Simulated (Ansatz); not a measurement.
`C[O][Ga]([SH])[Br]` → `[CH2]` (triplet) + `[OH][Ga]([SH])[Br]`  (formal loss of a carbene)

Computed with Ansatz on PBE0-D4/def2-TZVP structures; ΔE is electronic, products minus reactants. CBS: MP2 limit from def2 TZ/QZ plus the TZ coupled-cluster correction, frozen cores. This one scheme is used for every species. DFT in def2-TZVPP. Triplets are unrestricted, without spin–orbit coupling. For Br, Ga outer-core shells are correlated without core-valence functions, which leaves a few kJ/mol of doubt a bond. Scalar relativity is left out up to krypton. Each species was taken in one conformer, which may not be the lowest.

`C[O][Ga]([SH])[Br]`:

Z-matrix (Å, degrees):
```
C
O 1 1.409
H 1 1.096 2 113.1
H 1 1.094 2 109.4 3 120.7
H 1 1.094 2 109.5 3 -120.7
Ga 2 1.767 1 124.5 3 0.7
Br 6 2.278 2 119.3 1 -0.2
S 6 2.176 2 118.9 1 179.8
H 8 1.346 6 91.6 2 -0.0
```

`[CH2]` (triplet):

Cartesian coordinates in Å:
```
C 0.032 -0.274 -0.002
H -1.005 0.022 -0.020
H 0.974 0.252 0.022
```

`[OH][Ga]([SH])[Br]`:

Cartesian coordinates in Å:
```
O -0.054 1.430 -0.758
Ga -0.328 0.177 0.468
S 0.433 -1.872 0.359
Br -1.563 0.800 2.261
H 0.472 1.142 -1.507
H 1.040 -1.676 -0.824
```

Is it downhill or uphill in electronic energy at CCSD(T)/CBS, and by how much? (Estimate.)

The calculation gave: Uphill: ΔE = +3.96 eV.

What do these levels give: LDA (SPW92), revPBE, PBE0, MP2/def2-TZVPP, CCSD(T)/def2-TZVPP, MP2/def2-QZVPP? (Best estimate.)

Ansatz gave: LDA (SPW92) 4.75, revPBE 3.74, PBE0 3.90, MP2/def2-TZVPP 3.95, CCSD(T)/def2-TZVPP 3.87, MP2/def2-QZVPP 4.01 eV.

Largest T1 diagnostic among the species: 0.012.

At CCSD(T), def2-SVP lies −0.05 eV from the extrapolated value and def2-TZVPP −0.09 eV. Leaving LDA and LC-ωPBE aside and taking each functional with its dispersion term where it has one, the values, not all of them listed here, spread over 0.42 eV, from r2SCAN0-D4 to ωB97X-V. LDA lies +0.75 eV from PBE without D4. From PBE to PBE0 (25 % exact exchange), in def2-TZVPP and without D4, ΔE moves by −0.10 eV.
